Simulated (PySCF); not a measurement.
## Polarisability and C₆ of P (phosphorus, neutral)

[Ne] 3s2 3p3, high-spin 4S determinant. All numbers are calculated (PySCF 2.14, the spin-free X2C one-electron Hamiltonian (Gaussian nucleus), in aug-cc-pVDZ-DK (5s4p2d, 27 functions)). Coupled (time-dependent) response in atomic units; α is the mean over directions. A double-zeta set is small for polarisabilities.

```
 method  mean α (bohr³)  C₆ (like pair)  S(−4)
    UHF           24.61           184.4  171.5
    PBE           26.12           197.2  214.6
   PBE0           25.35           190.5  192.2
LC-wPBE           24.64           183.7  174.1
  B97-3           25.35           190.3  191.0
```

S(−4) is the Cauchy moment in α(ω) = α(0) + S(−4) ω² + …

Reference α: 25 ± 1 bohr³ (recommended; Schwerdtfeger and Nagle, table of static dipole polarizabilities (2023 update)). Published C₆: 185.0 (Chu and Dalgarno (2004); Tang, Norbeck and Certain (1976)).

α(iu) at UHF:

```
u (hartree)  α(iu) (bohr³)
          0          24.61
     0.0500          24.19
      0.100          23.04
      0.200          19.50
      0.300          15.72
      0.500          9.913
      0.750          5.856
       1.00          3.754
       1.50          1.871
       2.00          1.107
       3.00         0.5171
       5.00         0.1959
```
